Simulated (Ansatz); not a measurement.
`BCC(O)[SiH3]` and `O[CH]([SiH3])[GeH3]` differ in one atom or group.

Ansatz, PBE0-D4/def2-TZVP geometries, multiplicity 1. Each molecule was computed in one conformer, which needn't be the lowest.

Scalar relativity is left out up to krypton.

```
                                          property  `BCC(O)[SiH3]`
  size of the dipole moment (B3LYP/def2-TZVPP) / D            1.31
    size of the dipole moment (PBE/def2-TZVPP) / D            1.22
             HOMO energy (ωB97M-V/def2-TZVPP) / eV           -9.68
             LUMO energy (ωB97M-V/def2-TZVPP) / eV            0.70
size of the dipole moment (ωB97M-V/def2-TZVPP) / D            1.34
                HOMO energy (PBE0/def2-TZVPP) / eV           -7.37
```

**Question.** Give the same properties after the change, and the shifts. (Estimate.)

**Answer.** Ansatz gave: 
| property | `O[CH]([SiH3])[GeH3]` | shift |
| --- | --- | --- |
| size of the dipole moment (B3LYP/def2-TZVPP) / D | 1.37 | 0.06 |
| size of the dipole moment (PBE/def2-TZVPP) / D | 1.31 | 0.09 |
| HOMO energy (ωB97M-V/def2-TZVPP) / eV | -9.98 | -0.30 |
| LUMO energy (ωB97M-V/def2-TZVPP) / eV | 1.75 | 1.05 |
| size of the dipole moment (ωB97M-V/def2-TZVPP) / D | 1.35 | 0.01 |
| HOMO energy (PBE0/def2-TZVPP) / eV | -7.70 | -0.33 |

With PBE0 the HOMO falls by 0.33 eV and the LUMO rises by 1.40 eV, so the gap widens by about 1.73 eV. PBE moves the HOMO by -0.28 eV and ωB97M-V by -0.30 eV. Dipoles are sizes alone; their direction can turn.

B3LYP here is the variant with VWN-RPA as its local correlation; programs differ in this.
